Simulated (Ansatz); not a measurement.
Cartesian coordinates in Å:
```
O -0.476 -1.611 -1.525
Si -1.362 -0.234 -1.358
C -1.016 0.587 0.304
Si 0.772 0.553 0.793
O 1.202 -1.055 0.713
H 0.137 -1.791 -0.799
H -1.008 0.716 -2.461
H -1.359 1.626 0.244
H -1.600 0.096 1.090
H 1.013 1.056 2.175
H 1.604 1.357 -0.144
H 2.093 -1.298 0.969
```

The species carries charge 0 and has multiplicity 2.

**Question.** List the PBE/def2-TZVPP orbital energies in eV (the Gaussian-basis code of Ansatz). (Estimate.)

**Answer.** Ansatz gave: α occupied: -1780.20, -1779.92, -510.83, -510.00, -268.85, -137.86, -137.55, -94.64, -94.57, -94.57, -94.35, -94.29, -94.24, -25.55, -24.71, -17.62, -14.15, -13.28, -11.94, -11.04, -10.30, -9.49, -9.26, -8.72, -8.42, -8.09, -7.47, -7.21, -4.31. α empty: -0.95, 0.01, 0.05, 0.66, 1.27, 1.45, 1.51, 1.58. β occupied: -1780.20, -1779.85, -510.83, -509.94, -268.83, -137.86, -137.46, -94.64, -94.57, -94.57, -94.23, -94.18, -94.16, -25.54, -24.60, -17.55, -14.12, -13.10, -11.89, -10.91, -10.25, -9.39, -9.22, -8.60, -8.29, -7.94, -7.40, -7.07. β empty: -2.63, -0.89, 0.11, 0.41, 0.73, 1.38, 1.58, 1.66. ⟨S²⟩ = 0.752.
